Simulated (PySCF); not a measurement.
Energy of Kr⁺ (krypton, charge +1) between two integer charges

The 4p beta orbital of [Ar] 3d10 4s2 4p5 is emptied in steps (occupation f), with all orbitals relaxed, ending at [Ar] 3d10 4s2 4p4. All numbers are calculated (PySCF 2.14, scalar relativity by spin-free X2C-1e, in jorge-DZP-DKH (8s6p2d1f, 43 functions)). The exact energy is a straight line in f; departures are measured from the line between the end points of the same method.

```tsv
f	UHF (eV)	LDA (eV)	PBE (eV)	PBE0 (eV)	r2SCAN (eV)	LC-wPBE (eV)	BHandHLYP (eV)	wB97X (eV)	TPSS (eV)	BLYP (eV)
1	0.000	0.000	0.000	0.000	0.000	0.000	0.000	0.000	0.000	0.000
0.9	0.072	-0.496	-0.480	-0.343	-0.449	-0.083	-0.216	-0.120	-0.467	-0.490
0.7	0.165	-1.157	-1.118	-0.797	-1.037	-0.190	-0.506	-0.283	-1.088	-1.143
0.5	0.193	-1.378	-1.327	-0.944	-1.218	-0.222	-0.604	-0.343	-1.290	-1.361
0.3	0.159	-1.157	-1.111	-0.789	-1.005	-0.183	-0.509	-0.296	-1.078	-1.143
0.1	0.067	-0.495	-0.474	-0.336	-0.423	-0.076	-0.220	-0.132	-0.459	-0.490
0	0.000	0.000	0.000	0.000	0.000	0.000	0.000	0.000	0.000	0.000
```

```json
{"method": "UHF", "E(f=0) − E(f=1) (eV)": "23.350", "−ε at f=1 (eV)": "24.153", "−ε at f=0.5 (eV)": "23.335"}
{"method": "LDA", "E(f=0) − E(f=1) (eV)": "24.710", "−ε at f=1 (eV)": "19.204", "−ε at f=0.5 (eV)": "24.711"}
{"method": "PBE", "E(f=0) − E(f=1) (eV)": "24.380", "−ε at f=1 (eV)": "19.045", "−ε at f=0.5 (eV)": "24.400"}
{"method": "PBE0", "E(f=0) − E(f=1) (eV)": "24.427", "−ε at f=1 (eV)": "20.615", "−ε at f=0.5 (eV)": "24.449"}
{"method": "r2SCAN", "E(f=0) − E(f=1) (eV)": "24.522", "−ε at f=1 (eV)": "19.514", "−ε at f=0.5 (eV)": "24.617"}
{"method": "LC-wPBE", "E(f=0) − E(f=1) (eV)": "24.496", "−ε at f=1 (eV)": "23.572", "−ε at f=0.5 (eV)": "24.517"}
{"method": "BHandHLYP", "E(f=0) − E(f=1) (eV)": "24.407", "−ε at f=1 (eV)": "22.005", "−ε at f=0.5 (eV)": "24.397"}
{"method": "wB97X", "E(f=0) − E(f=1) (eV)": "24.466", "−ε at f=1 (eV)": "23.137", "−ε at f=0.5 (eV)": "24.429"}
{"method": "TPSS", "E(f=0) − E(f=1) (eV)": "24.413", "−ε at f=1 (eV)": "19.217", "−ε at f=0.5 (eV)": "24.442"}
{"method": "BLYP", "E(f=0) − E(f=1) (eV)": "24.327", "−ε at f=1 (eV)": "18.889", "−ε at f=0.5 (eV)": "24.326"}
```

Orbital energy along the path (eV):

```csv
f,UHF,LDA,PBE,PBE0,r2SCAN,LC-wPBE,BHandHLYP,wB97X,TPSS,BLYP
1,-24.153,-19.204,-19.045,-20.615,-19.514,-23.572,-22.005,-23.137,-19.217,-18.889
0.9,-23.981,-20.301,-20.118,-21.387,-20.551,-23.767,-22.482,-23.394,-20.265,-19.974
0.7,-23.650,-22.503,-22.263,-22.925,-22.608,-24.149,-23.438,-23.907,-22.358,-22.148
0.5,-23.335,-24.711,-24.400,-24.449,-24.617,-24.517,-24.397,-24.429,-24.442,-24.326
0.3,-23.034,-26.918,-26.518,-25.953,-26.531,-24.864,-25.364,-24.982,-26.500,-26.505
0.1,-22.747,-29.115,-28.605,-27.426,-28.318,-25.183,-26.350,-25.612,-28.508,-28.682
0,-22.608,-30.205,-29.633,-28.149,-29.186,-25.323,-26.858,-25.960,-29.486,-29.768
```

Reference removal energy between the ground levels: 24.360 eV (measured; NIST Atomic Spectra Database, ionization energies). The calculation has no spin-orbit coupling. UHF lacks correlation.
